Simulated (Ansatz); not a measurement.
8 gas-phase steps of group 14 species, written in SMILES but for small gases and atoms, in each of which the number of molecules stays (small partners taken up: H2; given off: CH4, SiH4, hydrogen halide). Reaction energies in eV, right side less left side, on B3LYP-D3(BJ)/def2-TZVP stationary points reached from drawn starts (curvature not checked).

```
row                                            step  PBE/def2-TZVPP  wB97M-V/def2-TZVPP
---  ----------------------------------------------  --------------  ------------------
1           4 H2 + C[Si](C)(C)F → 3 CH4 + HF + SiH4            0.40                0.61
2               2 H2 + C[SiH2]Cl → CH4 + HCl + SiH4            0.49                0.57
3             3 H2 + C[SiH](C)F → 2 CH4 + HF + SiH4            0.62                0.78
4      4 H2 + C[Si](C)(Cl)Cl → 2 CH4 + 2 HCl + SiH4            1.14                   ?
5          3 H2 + C[SiH](Cl)Cl → CH4 + 2 HCl + SiH4            1.33                1.46
6    4 H2 + C[Si](C)(F)Cl → 2 CH4 + HCl + HF + SiH4            1.57                1.80
7       4 H2 + C[Si](Cl)(Cl)Cl → CH4 + 3 HCl + SiH4            2.11                2.31
8    4 H2 + C[Si](F)(F)Cl → CH4 + HCl + 2 HF + SiH4            3.06                3.35
```

No zero-point or thermal terms.

The values were computed with Ansatz (Gaussian basis). No computed number here is a measurement.

The rows were drawn at random from the listed steps of this kind that kept their bonds on relaxing, hold no state known to be excited and show no strong spin contamination (nor T1 past 0.05 where coupled cluster ran); restricted singlets weren't searched for lower solutions, and sets that span under 5 kcal/mol aren't shown. They stand in the order of the third column.

Task: Fit a straight line y = a + b·x through the complete rows, with x the PBE/def2-TZVPP and y the wB97M-V/def2-TZVPP value, and use it for row 4. How does it compare with the computed value?

Result: Means over the 7 complete rows: x 1.369, y 1.554. Σ(x − x̄)(y − ȳ) = 6.010 and Σ(x − x̄)² = 5.723, so b = 1.050 and a = 1.554 − 1.050 × (1.369) = 0.117 eV. The residuals have rms 0.045 and median size 0.034 eV; without the fit y − x has mean 0.186 and median 0.200 eV. For row 4 the line gives 0.117 + 1.050 × (1.14) = 1.31 eV. The computed wB97M-V/def2-TZVPP value is 1.34 eV, 0.03 eV above the line. Taking y = x would miss by 0.20 eV, so here the line does better. wB97M-V/def2-TZVPP is a functional with errors of its own, not an exact or measured value.

Ansatz is an electronic-structure program.
